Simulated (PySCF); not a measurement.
Cost against size for one kind of job: GIAO PBE0/pcSseg-1 NMR shielding, non-relativistic, gas phase (PySCF); work: shieldings, ring-centre shieldings, charges and field gradients. Hardware: x86-64 server, one thread, no GPU, shared host. Times come from a shared host and carry two figures at best.

```tsv
species (SMILES)	atoms	electrons	basis functions	SCF cycles	wall time
c1n[nH]cp1	8	44	107	14	5.7 s
C[PH+]1C=CC=C1	14	52	149	12	30 s
CC(C)(C)C1CC1	21	56	189	12	22 s
CCC1CCCC1	21	56	189	12	?
CC1CCCCC1	21	56	189	12	30 s
C=C1CC[C@H]1S(=O)(=O)O	17	78	200	14	46 s
CS[C@@H]1CC[C+](C)C1	21	70	208	15	?
CO[C@@H]1[C@@H]2C[C@@H](F)C[C@@]1(F)C2	23	86	247	14	39 s
```

**Question.** Estimate the withheld figures.

**Answer.** `CCC1CCCC1`: 29 s; `CS[C@@H]1CC[C+](C)C1`: 40 s.

**Question.** With all rows, how does the wall time grow with the number of basis functions N?

**Answer.** A straight line through log(time) against log(N) has slope 2.3 between N = 107 and 247, and the rows scatter about it by a factor of about 1.4 (standard error of the fit). This is a fit to these rows, whose iteration counts differ, not the method's formal scaling.
